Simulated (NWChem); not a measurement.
Program: NWChem. System: H4AlAs, charge 0, spin multiplicity 1, at a geometry optimised with PBE0/def2-SVP. The structure started from a generated list of species. Level: CCSD(T)/def2-TZVP, 14 core orbitals frozen.

Job file:

```
start mol
memory heap 100 mb stack 700 mb global 1900 mb
geometry units angstroms nocenter noautoz
  Al    -0.056200     1.672097     0.000000
  As     0.082607    -0.755320     0.000000
  H     -0.954177    -0.867893    -1.112802
  H     -0.954177    -0.867893     1.112802
  H     -0.043532     2.462053     1.381221
  H     -0.043532     2.462053    -1.381221
  symmetry group Cs
end
basis spherical
  * library def2-tzvp
end
scf
  rhf
  nopen 0
  maxiter 100
  thresh 1e-7
  semidirect memsize 60000000 filesize 0
end
tce
  freeze core 14
  ccsd(t)
  2eorb
  2emet 13
  thresh 1e-6
  maxiter 100
  tilesize 24
end
task tce energy
```

NWChem printed:

```
             Northwest Computational Chemistry Package (NWChem) 7.3.0
             --------------------------------------------------------

                                NWChem Input Module
                                -------------------

 Scaling coordinates for geometry "geometry" by  1.889725989
 (inverse scale =  0.529177249)

 Turning off AUTOSYM since
 SYMMETRY directive was detected!

                             Geometry "geometry" -> ""
                             -------------------------

 Output coordinates in angstroms (scale by  1.889725989 to convert to a.u.)

  No.       Tag          Charge          X              Y              Z
 ---- ---------------- ---------- -------------- -------------- --------------
    1 Al                  13.0000    -0.05620000     1.67209700     0.00000000
    2 As                  33.0000     0.08260700    -0.75532000     0.00000000
    3 H                    1.0000    -0.95417700    -0.86789300    -1.11280200
    4 H                    1.0000    -0.95417700    -0.86789300     1.11280200
    5 H                    1.0000    -0.04353200     2.46205300     1.38122100
    6 H                    1.0000    -0.04353200     2.46205300    -1.38122100

 Effective nuclear repulsion energy (a.u.)     140.5890034600

            Nuclear Dipole moment (a.u.)
            ----------------------------
        X                 Y               Z
 ---------------- ---------------- ----------------
     0.0000245664     0.0000396842     0.0000000000

      Symmetry information
      --------------------

 Group name             Cs
 Group number              2
 Group order               2
 No. of unique centers     4

      Symmetry unique atoms

     1    2    3    5


 Summary of "ao basis" -> "" (spherical)
 ------------------------------------------------------------------------------
       Tag                 Description            Shells   Functions and Types
 ---------------- ------------------------------  ------  ---------------------
 *                         def2-tzvp                  on all atoms

 Summary of "ao basis" -> "ao basis" (spherical)
 ------------------------------------------------------------------------------
       Tag                 Description            Shells   Functions and Types
 ---------------- ------------------------------  ------  ---------------------
 Al                        def2-tzvp                13       37   5s5p2d1f
 As                        def2-tzvp                16       48   6s5p4d1f
 H                         def2-tzvp                 4        6   3s1p

                                 NWChem SCF Module
                                 -----------------

  ao basis        = "ao basis"
  functions       =   109
  atoms           =     6
  closed shells   =    25
  open shells     =     0
  charge          =   0.00
  wavefunction    = RHF
  use symmetry    = T
  symmetry adapt  = T

 Summary of "ao basis" -> "ao basis" (spherical)
 ------------------------------------------------------------------------------
       Tag                 Description            Shells   Functions and Types
 ---------------- ------------------------------  ------  ---------------------
 Al                        def2-tzvp                13       37   5s5p2d1f
 As                        def2-tzvp                16       48   6s5p4d1f
 H                         def2-tzvp                 4        6   3s1p

      Symmetry analysis of basis
      --------------------------
[...]
 -----------   ------   -------------------------------------------------------
    1 Al  13    12.50   2.00  0.65  1.33  0.78  0.24  2.92  2.28  0.82  0.95  0.28  0.10  0.11  0.02
    2 As  33    33.31   2.00  2.00  1.16  0.79  0.91  0.85  5.99  5.77  0.37  1.81  1.51  8.94  1.07  0.03  0.11  0.01
    3 H    1     0.96   0.22  0.53  0.19  0.01
    4 H    1     0.96   0.22  0.53  0.19  0.01
    5 H    1     1.14   0.23  0.57  0.34  0.01
    6 H    1     1.14   0.23  0.57  0.34  0.01

       Multipole analysis of the density wrt the origin
       ------------------------------------------------

     L   x y z        total         open         nuclear
     -   - - -        -----         ----         -------
     0   0 0 0     -0.000000      0.000000     50.000000

     1   1 0 0     -0.164953      0.000000      0.000025
     1   0 1 0      0.171537      0.000000      0.000040
     1   0 0 1      0.000000      0.000000      0.000000

     2   2 0 0    -23.467911      0.000000      7.466905
     2   1 1 0      0.602953      0.000000     -6.566362
     2   1 0 1     -0.000000      0.000000      0.000000
     2   0 2 0    -28.922887      0.000000    245.701614
     2   0 1 1     -0.000000      0.000000      0.000000
     2   0 0 2    -27.321607      0.000000     22.469849

                   NWChem Extensible Many-Electron Theory Module
                   ---------------------------------------------


            General Information
            -------------------
      Number of processors :     1
         Wavefunction type : Restricted Hartree-Fock
          No. of electrons :    50
           Alpha electrons :    25
            Beta electrons :    25
           No. of orbitals :   218
            Alpha orbitals :   109
             Beta orbitals :   109
        Alpha frozen cores :    14
         Beta frozen cores :    14
     Alpha frozen virtuals :     0
      Beta frozen virtuals :     0
         Spin multiplicity : singlet
    Number of AO functions :   109
       Number of AO shells :    45
        Use of symmetry is : on
      Symmetry adaption is : on
         Schwarz screening : 0.10D-09

          Correlation Information
          -----------------------
          Calculation type : Coupled-cluster singles & doubles w/ perturbation
   Perturbative correction : (T)
            Max iterations :      100
        Residual threshold : 0.10D-05
     T(0) DIIS level shift : 0.00D+00
     L(0) DIIS level shift : 0.00D+00
     T(1) DIIS level shift : 0.00D+00
     L(1) DIIS level shift : 0.00D+00
     T(R) DIIS level shift : 0.00D+00
     T(I) DIIS level shift : 0.00D+00
   CC-T/L Amplitude update :  5-th order DIIS
                I/O scheme : Global Array Library
        L-threshold :  0.10D-05
        EOM-threshold :  0.10D-05
 no EOMCCSD initial starts read in
 TCE RESTART OPTIONS
 SLICE:      F
 D4D5:       F
 quantumc:   F
 qrotation:  F
 pwtce:      F
 qducc:      F
 nacto:                         0
 nrotv:                         0
 nrot:                          0

            Memory Information
            ------------------
          Available GA space size is     249024919 doubles
          Available MA space size is     104842852 doubles

 Maximum block size supplied by input
 Maximum block size        24 doubles

 tile_dim =     17

 -------------------------------------------------
   1    alpha     a'     7 doubles       0       1
   2    alpha     a"     4 doubles       7       2
   3    beta      a'     7 doubles      11       1
   4    beta      a"     4 doubles      18       2
   5    alpha     a'    17 doubles      22       5
   6    alpha     a'    17 doubles      39       6
   7    alpha     a'    17 doubles      56       7
   8    alpha     a"    16 doubles      73       8
   9    alpha     a"    17 doubles      89       9
  10    beta      a'    17 doubles     106       5
  11    beta      a'    17 doubles     123       6
  12    beta      a'    17 doubles     140       7
  13    beta      a"    16 doubles     157       8
  14    beta      a"    17 doubles     173       9

 Global array virtual files algorithm will be used

 Parallel file system coherency ......... OK

 4-electron integrals stored in orbital form

 v2    file size   =          7769122
 4-index algorithm nr.  13 is used
 imaxsize =       30
 imaxsize ichop =        0


CCSD iterations
 ---------------------------------------------------------
 Iter          Residuum       Correlation     Cpu    Wall
 ---------------------------------------------------------
    1   0.1628079161176  -0.3463674121077     1.4     1.4
    2   0.0414770056339  -0.3659035207638     1.3     1.3
    3   0.0143748267205  -0.3744752530018     1.3     1.3
    4   0.0057518063917  -0.3762182528275     1.3     1.3
    5   0.0025272889548  -0.3770226360600     1.3     1.3
    6   0.0007426397705  -0.3774239416458     1.3     1.3
    7   0.0003682174151  -0.3774705102696     1.3     1.3
    8   0.0001924491939  -0.3774797445649     1.3     1.3
    9   0.0001192642124  -0.3774831708161     1.3     1.3
   10   0.0000700489164  -0.3774865302496     1.4     1.4
   11   0.0000168015185  -0.3774904072185     1.2     1.2
   12   0.0000093580103  -0.3774912064754     1.2     1.2
   13   0.0000058608116  -0.3774912342391     1.3     1.3
   14   0.0000038798170  -0.3774912244519     1.2     1.2
   15   0.0000025628673  -0.3774912043579     1.2     1.2
   16   0.0000004566406  -0.3774911401104     1.2     1.2
 -----------------------------------------------------------------
 Iterations converged
 CCSD correlation energy / hartree =        -0.377491140110430
 CCSD total energy / hartree       =     -2478.824249877612601

 Singles contributions

 Doubles contributions
 CCSD(T)
 Using plain CCSD(T) code
             total no. of tasks          295
 total no. of tasks / no. procs          295
                         wl_min       262144           8.0
                         wl_max      1685159          10.9
        thresh for no. of tasks          295

 CCSD[T]  correction energy / hartree =        -0.013228076121999
 CCSD[T] correlation energy / hartree =        -0.390719216232429
 CCSD[T] total energy / hartree       =     -2478.837477953734378
 CCSD(T)  correction energy / hartree =        -0.012514531926904
 CCSD(T) correlation energy / hartree =        -0.390005672037333
 CCSD(T) total energy / hartree       =     -2478.836764409539683

 Task  times  cpu:      105.5s     wall:      105.5s

 Total times  cpu:      105.6s     wall:      105.6s
```
